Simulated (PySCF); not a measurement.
H2GeS at several levels of theory

All levels use the PBE0 minimum (singlet; Ge–H 1.540 Å (×2), Ge–S 2.021 Å; H–Ge–H 111.0°, H–Ge–S 124.5° (×2)), basis [Ge def2-TZVP, S def2-TZVP, H def2-TZVP], no relativity, density fitting, no spin–orbit coupling, PySCF. For vertical energies the ionised species is a doublet (spins chosen at PBE0 and kept) and the electron-attached one a doublet. Atomisation goes to high-spin ground-configuration atoms, without zero-point energy. Open shells are unrestricted, also as the reference of the correlated levels. A dash marks a value that was not computed or is not defined at that level.

```tsv
level	atomisation (kJ/mol)	vertical IP (eV)	vertical EA (eV)	−ε(HOMO) (eV)	gap (eV)	dipole (D)
PBE0	964	9.13	0.73	6.97	4.28	3.00
HF	643	7.93	0.22	9.58	9.97	3.73
MP2	942	9.26	0.48	–	–	–
PBE	984	9.14	0.62	5.81	2.35	2.69
B3LYP	961	9.18	0.67	6.74	3.84	2.86
r2SCAN	989	9.15	0.82	6.07	2.69	2.87
TPSSh	996	9.14	0.68	6.37	3.31	2.87
CAM-B3LYP	960	9.14	0.73	8.23	6.56	3.08
B2PLYP	959	9.16	0.54	–	–	–
```

Without diffuse functions attachment energies tend to come out too low.
